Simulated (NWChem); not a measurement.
System: C₄H₅F; SMILES C1[C@@H](CC=1)F

NWChem input:

```
start job
memory heap 200 mb stack 900 mb global 1100 mb
geometry units angstroms noautoz
  F      0.039316     1.710707     0.257727
  C      0.034589     0.514538    -0.445184
  C      1.045430    -0.527795    -0.024656
  C      0.103005    -1.441622     0.249396
  C     -1.068735    -0.510836    -0.019874
  H      0.032606     0.762996    -1.513671
  H      2.131073    -0.529520    -0.015218
  H      0.141642    -2.491716     0.526634
  H     -1.787258    -0.810729    -0.793143
  H     -1.612933    -0.179929     0.870747
end
basis spherical
  * library def2-tzvp
end
dft
  xc r2scan
  iterations 150
  semidirect filesize 400000000
  mulliken
end
task dft energy
```

Output (shortened):

```
             Northwest Computational Chemistry Package (NWChem) 7.3.0
             --------------------------------------------------------

 C1  symmetry detected

                             Geometry "geometry" -> ""
                             -------------------------

 Output coordinates in angstroms (scale by  1.889725989 to convert to a.u.)

  No.       Tag          Charge          X              Y              Z
 ---- ---------------- ---------- -------------- -------------- --------------
    1 F                    9.0000     0.04750829     1.69987622     0.26775827
    2 C                    6.0000     0.03354350     0.50754140    -0.44151541
    3 C                    6.0000     1.04521900    -0.53967368    -0.03536930
    4 C                    6.0000     0.10278266    -1.45251654     0.24190456
    5 C                    6.0000    -1.06877350    -0.51724607    -0.01219949
    6 H                    1.0000     0.02298596     0.76177699    -1.50859207
    7 H                    1.0000     2.13089466    -0.54427128    -0.03533663
    8 H                    1.0000     0.14103526    -2.50419099     0.51314014
    9 H                    1.0000    -1.79474179    -0.81108545    -0.78082457
   10 H                    1.0000    -1.60437865    -0.18974589     0.88486652

 Effective nuclear repulsion energy (a.u.)     166.3899919151

                                 NWChem DFT Module
                                 -----------------

 Summary of "ao basis" -> "ao basis" (spherical)
 ------------------------------------------------------------------------------
       Tag                 Description            Shells   Functions and Types
 ---------------- ------------------------------  ------  ---------------------
 F                         def2-tzvp                11       31   5s3p2d1f
 C                         def2-tzvp                11       31   5s3p2d1f
 H                         def2-tzvp                 4        6   3s1p

            General Information
            -------------------
          SCF calculation type: DFT
          Wavefunction type:  closed shell.
          No. of atoms     :    10
          No. of electrons :    38
           Alpha electrons :    19
            Beta electrons :    19
          Charge           :     0
          Spin multiplicity:     1
          Use of symmetry is: off; symmetry adaption is: off
          Maximum number of iterations: 150
          AO basis - number of functions:   185
                     number of shells:    75
          Convergence on energy requested:  1.00D-06
          Convergence on density requested:  1.00D-05
          Convergence on gradient requested:  5.00D-04

              XC Information
              --------------
                      r^2SCAN Method XC Functional
               r^2SCAN metaGGA Exchange Functional  1.000
                     r^2SCAN Correlation Potential  1.000

             Grid Information
             ----------------
          Grid used for XC integration:  medium
          Radial quadrature: Mura-Knowles
          Angular quadrature: Lebedev.
          Tag              B.-S. Rad. Rad. Pts. Rad. Cut. Ang. Pts.
          ---              ---------- --------- --------- ---------
          F                   0.50       49          11.0       434
          C                   0.70       49          10.0       434
          H                   0.35       45          11.0       434
          Grid pruning is: on
          Number of quadrature shells:   470
          Spatial weights used:  Erf1

      Superposition of Atomic Density Guess
      -------------------------------------

 Sum of atomic energies:        -252.60243718

      Non-variational initial energy
      ------------------------------

 Total energy =    -255.517745
 1-e energy   =    -673.436100
 2-e energy   =     251.528363
 HOMO         =      -0.313047
 LUMO         =      -0.004191

------------------------------------------------------------
EAF file 0: "./job.aoints.0" size=806879232 bytes
------------------------------------------------------------
               write      read    awrite     aread      wait
               -----      ----    ------     -----      ----
     calls:     1539         0         0         0         0
   data(b): 8.07e+08  0.00e+00  0.00e+00  0.00e+00
   time(s): 0.00e+00  0.00e+00  0.00e+00  0.00e+00  0.00e+00
rate(mb/s): 0.00e+00  0.00e+00
------------------------------------------------------------

     ---------------------------------------------
      Total Density - Mulliken Population Analysis
     ---------------------------------------------

    Atom       Charge   Shell Charges
 -----------   ------   -------------------------------------------------------
    1 F    9     9.40   0.77  1.20  0.61  1.01  0.31  2.33  2.32  0.84  0.00  0.01  0.00
    2 C    6     5.63   0.86  1.12  0.52  0.66  0.06  0.99  1.09  0.17  0.03  0.11  0.01
    3 C    6     6.26   0.86  1.12  0.58  0.61  0.14  1.21  1.31  0.36  0.02  0.04  0.01
    4 C    6     6.09   0.86  1.12  0.57  0.60  0.13  1.16  1.25  0.32  0.02  0.05  0.01
    5 C    6     6.33   0.86  1.12  0.55  0.69  0.06  1.22  1.37  0.38  0.02  0.06  0.01
    6 H    1     0.90   0.25  0.47  0.16  0.02
    7 H    1     0.84   0.24  0.45  0.13  0.02
    8 H    1     0.84   0.24  0.45  0.13  0.02
    9 H    1     0.86   0.24  0.45  0.14  0.02
   10 H    1     0.85   0.24  0.45  0.13  0.02

   convergence    iter        energy       DeltaE   RMS-Dens  Diis-err
 ---------------- ----- ----------------- --------- --------- ---------
 d= 0,ls=0.0,diis     1   -255.1060358807 -4.21D+02  7.55D-03  7.42D-01
 d= 0,ls=0.0,diis     2   -255.0800046461  2.60D-02  4.80D-03  1.11D+00
 d= 0,ls=0.0,diis     3   -255.1653316290 -8.53D-02  1.25D-03  1.03D-01
 d= 0,ls=0.0,diis     4   -255.1722541770 -6.92D-03  3.90D-04  6.73D-03
 d= 0,ls=0.0,diis     5   -255.1728118625 -5.58D-04  1.43D-04  1.10D-03
  Resetting Diis
 d= 0,ls=0.0,diis     6   -255.1729389338 -1.27D-04  4.04D-05  1.66D-04
 d= 0,ls=0.0,diis     7   -255.1729601680 -2.12D-05  2.07D-05  6.46D-06
 d= 0,ls=0.0,diis     8   -255.1729579087  2.26D-06  1.43D-05  2.38D-05
 d= 0,ls=0.0,diis     9   -255.1729608672 -2.96D-06  3.03D-06  6.50D-07
 d= 0,ls=0.0,diis    10   -255.1729609511 -8.39D-08  9.63D-07  4.06D-08

         Total DFT energy =     -255.172960951075
      One electron energy =     -677.494648461866
           Coulomb energy =      289.825128869524
    Exchange-Corr. energy =      -33.893433273838
 Nuclear repulsion energy =      166.389991915104

 Numeric. integr. density =       37.999983617675

                       DFT Final Molecular Orbital Analysis
                       ------------------------------------

 Vector   17  Occ=2.000000D+00  E=-2.894631D-01
              MO Center= -9.1D-02,  4.0D-01, -3.3D-02, r^2= 2.5D+00
   Bfn.  Coefficient  Atom+Function         Bfn.  Coefficient  Atom+Function
  ----- ------------  ---------------      ----- ------------  ---------------
     6      0.290245   1 F  px                9      0.234559   1 F  px
    37     -0.218437   2 C  px               40     -0.179259   2 C  px
    12      0.177132   1 F  px              130      0.163327   5 C  px
   131      0.142304   5 C  py              133      0.133335   5 C  px
   134      0.129672   5 C  py               68      0.127801   3 C  px

 Vector   18  Occ=2.000000D+00  E=-2.845774D-01
              MO Center=  5.9D-02,  2.8D-01, -1.2D-01, r^2= 2.9D+00
   Bfn.  Coefficient  Atom+Function         Bfn.  Coefficient  Atom+Function
  ----- ------------  ---------------      ----- ------------  ---------------
     8      0.233881   1 F  pz               11      0.190164   1 F  pz
     7     -0.179355   1 F  py              157      0.179718   6 H  s
    39     -0.158938   2 C  pz               69     -0.155015   3 C  py
    10     -0.147449   1 F  py               14      0.138286   1 F  pz
   100      0.135621   4 C  py              169     -0.134708   8 H  s

 Vector   19  Occ=2.000000D+00  E=-2.499629D-01
              MO Center=  3.1D-01, -7.6D-01,  6.1D-02, r^2= 2.3D+00
   Bfn.  Coefficient  Atom+Function         Bfn.  Coefficient  Atom+Function
  ----- ------------  ---------------      ----- ------------  ---------------
    70      0.257275   3 C  pz              101      0.248782   4 C  pz
    73      0.238417   3 C  pz              104      0.230574   4 C  pz
   107      0.145167   4 C  pz               76      0.138484   3 C  pz
   175      0.110907   9 H  s               181     -0.101691  10 H  s
    69      0.097545   3 C  py               72      0.088928   3 C  py

 Vector   20  Occ=0.000000D+00  E=-3.745707D-02
              MO Center=  4.5D-01, -8.8D-01,  8.7D-02, r^2= 2.6D+00
   Bfn.  Coefficient  Atom+Function         Bfn.  Coefficient  Atom+Function
  ----- ------------  ---------------      ----- ------------  ---------------
   107      0.535406   4 C  pz               76     -0.438839   3 C  pz
   101      0.310305   4 C  pz              104      0.297283   4 C  pz
    70     -0.274088   3 C  pz               73     -0.260472   3 C  pz
    98     -0.215948   4 C  s                75     -0.187600   3 C  py
   129      0.184960   5 C  s               182     -0.136757  10 H  s

 Vector   21  Occ=0.000000D+00  E= 6.522934D-02
              MO Center= -7.3D-01, -3.8D-02, -1.1D+00, r^2= 5.1D+00
   Bfn.  Coefficient  Atom+Function         Bfn.  Coefficient  Atom+Function
  ----- ------------  ---------------      ----- ------------  ---------------
   129      2.274062   5 C  s                36      1.882800   2 C  s
   158     -1.583009   6 H  s                98     -1.561934   4 C  s
   176     -1.426791   9 H  s                45     -0.654221   2 C  pz
    67     -0.580305   3 C  s               182     -0.562833  10 H  s
   137     -0.539619   5 C  py               76      0.464434   3 C  pz

 Vector   22  Occ=0.000000D+00  E= 7.257860D-02
              MO Center= -4.7D-01, -1.0D+00,  2.7D-01, r^2= 6.1D+00
   Bfn.  Coefficient  Atom+Function         Bfn.  Coefficient  Atom+Function
  ----- ------------  ---------------      ----- ------------  ---------------
   129      4.574898   5 C  s                36     -3.867587   2 C  s
    67      2.250182   3 C  s               170     -1.417423   8 H  s
    44      1.372556   2 C  py              182     -1.272879  10 H  s
   106     -1.164890   4 C  py               74     -0.922929   3 C  px
    98     -0.904707   4 C  s               137      0.843027   5 C  py

------------------------------------------------------------
EAF file 0: "./job.aoints.0" size=999817216 bytes
------------------------------------------------------------
               write      read    awrite     aread      wait
               -----      ----    ------     -----      ----
     calls:     1907         9         0     17154     17154
   data(b): 1.00e+09  4.72e+06  0.00e+00  8.99e+09
   time(s): 0.00e+00  0.00e+00  0.00e+00  0.00e+00  0.00e+00
rate(mb/s): 0.00e+00  0.00e+00
------------------------------------------------------------

     ---------------------------------------------
      Total Density - Mulliken Population Analysis
     ---------------------------------------------

    Atom       Charge   Shell Charges
 -----------   ------   -------------------------------------------------------
    1 F    9     9.25   0.77  1.20  0.62  0.96  0.38  2.27  2.14  0.89  0.00  0.01  0.00
    2 C    6     5.79   0.86  1.12  0.52  0.67  0.00  1.22  1.10  0.13  0.03  0.12  0.01
    3 C    6     6.19   0.86  1.12  0.53  0.62  0.17  1.28  1.23  0.32  0.02  0.04  0.01
    4 C    6     6.12   0.86  1.12  0.53  0.62  0.15  1.27  1.20  0.30  0.02  0.05  0.01
    5 C    6     6.13   0.86  1.12  0.50  0.74 -0.04  1.29  1.25  0.34  0.02  0.05  0.01
    6 H    1     0.94   0.27  0.50  0.13  0.02
    7 H    1     0.88   0.27  0.49  0.10  0.02
    8 H    1     0.89   0.27  0.49  0.10  0.02
    9 H    1     0.91   0.27  0.50  0.12  0.02
   10 H    1     0.90   0.27  0.49  0.11  0.02

     -------------------------------------------
      Total Density - Lowdin Population Analysis
     -------------------------------------------

    Atom       Charge   Shell Charges
 -----------   ------   -------------------------------------------------------
    1 F    9     8.91   0.86  1.10  0.60  0.70  0.37  2.13  2.13  0.98  0.00  0.03  0.00
    2 C    6     6.29   0.91  1.04  0.36  0.31  0.16  1.05  1.21  0.47  0.05  0.63  0.10
    3 C    6     6.13   0.91  1.03  0.36  0.33  0.17  1.10  1.28  0.54  0.03  0.33  0.05
    4 C    6     6.12   0.91  1.03  0.36  0.33  0.17  1.09  1.26  0.54  0.03  0.35  0.05
    5 C    6     6.20   0.91  1.04  0.36  0.33  0.16  1.11  1.35  0.55  0.02  0.33  0.04
    6 H    1     0.87   0.26  0.40  0.16  0.06
    7 H    1     0.87   0.25  0.39  0.17  0.06
    8 H    1     0.88   0.25  0.39  0.17  0.06
    9 H    1     0.87   0.25  0.40  0.16  0.06
   10 H    1     0.86   0.25  0.39  0.16  0.06

     Multipole analysis of the density
     ---------------------------------

     L   x y z        total         alpha         beta         nuclear
     -   - - -        -----         -----         ----         -------
     0   0 0 0     -0.000000    -19.000000    -19.000000     38.000000

     1   1 0 0     -0.058160     -0.029080     -0.029080     -0.000000
     1   0 1 0     -0.685828     -0.342914     -0.342914     -0.000000
     1   0 0 1     -0.293939     -0.146970     -0.146970     -0.000000

     2   2 0 0    -20.363045    -52.775870    -52.775870     85.188695
     2   1 1 0      0.110972     -0.177206     -0.177206      0.465384
     2   1 0 1     -0.128191     -0.020065     -0.020065     -0.088060
     2   0 2 0    -23.097722   -103.333688   -103.333688    183.569654
     2   0 1 1     -1.201311      1.458988      1.458988     -4.119288
     2   0 0 2    -21.773624    -21.791876    -21.791876     21.810128
```

Level: r2SCAN/def2-TZVP. Geometry: optimised at B3LYP/6-31G* (spherical d).
